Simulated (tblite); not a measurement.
C₅H₁₄Si.
SMILES: `C[SiH2]C(C)(C)C`

All values are computed: GFN2-xTB (tblite) harmonic vibrations without scaling, gas phase. Against measured fundamentals such values can be off by several per cent, at times by over 20. Modes of hydrogen on silicon can be 10 to 20 % off.

Harmonic wavenumbers (cm⁻¹): 46.5, 132.9, 150.0, 210.9, 228.8, 248.6, 268.1, 274.5, 359.1, 373.7, 389.6, 470.9, 592.1, 608.3, 685.1, 759.8, 778.9, 824.4, 840.3, 893.1, 964.9, 973.4, 973.6, 1034.3, 1035.2, 1222.8, 1223.8, 1239.0, 1371.1, 1411.2, 1412.8, 1433.7, 1486.1, 1491.5, 1501.2, 1502.8, 1504.1, 1516.3, 1517.0, 1520.1, 2199.4, 2207.5, 2991.9, 2992.5, 2999.1, 3016.0, 3021.9, 3024.5, 3027.4, 3029.0, 3031.4, 3038.5, 3038.6, 3048.7.

A = 3714, B = 1883, C = 1761 MHz; mass 102.086 u (most abundant isotopes); point group Cs, symmetry number 1.

Task: What is the zero-point energy?

Result: Half the sum of the wavenumbers: 38068 cm⁻¹ = 455.40 kJ/mol.

Task: What is S at 200 K and 1 bar for an ideal gas of classical rigid rotors and harmonic oscillators?

Result: Translation 158.25, rotation 110.74, vibration 68.24: S = 337.2 J/(mol K).

Task: And Cp and H(200 K) − H(0)?

Result: Cp = 118.56 J/(mol K), of which vibrations give 85.30 (their classical limit is 54 R = 449.0); H(200 K) − H(0) = 14.63 kJ/mol without the zero-point energy, 7.98 from vibrations.

Task: Blend soft modes into free rotors: weight 1/[1 + (100 cm⁻¹/ν̃)⁴] for the oscillator and the rest for a rotor with moment μB/(μ + B), μ = h/(8π²ν), B = 10⁻⁴⁴ kg m². What vibrational entropy results?

Result: 64.86 J/(mol K) in place of 68.24, which changes −T·S at 200 K by +0.68 kJ/mol.

Task: What must be added to the electronic energy to get the Gibbs energy at 200 K and 1 bar?

Result: ZPE + [H(200 K) − H(0)] − T·S = 455.40 + 14.63 − 67.45 = 402.58 kJ/mol.

Hindered rotation and anharmonicity are outside this model.

The values belong to the conformer `[CH3:1][SiH2:2][C:3]([CH3:4])([CH3:5])[CH3:6]`: C1–Si2–C3–C4 180°.
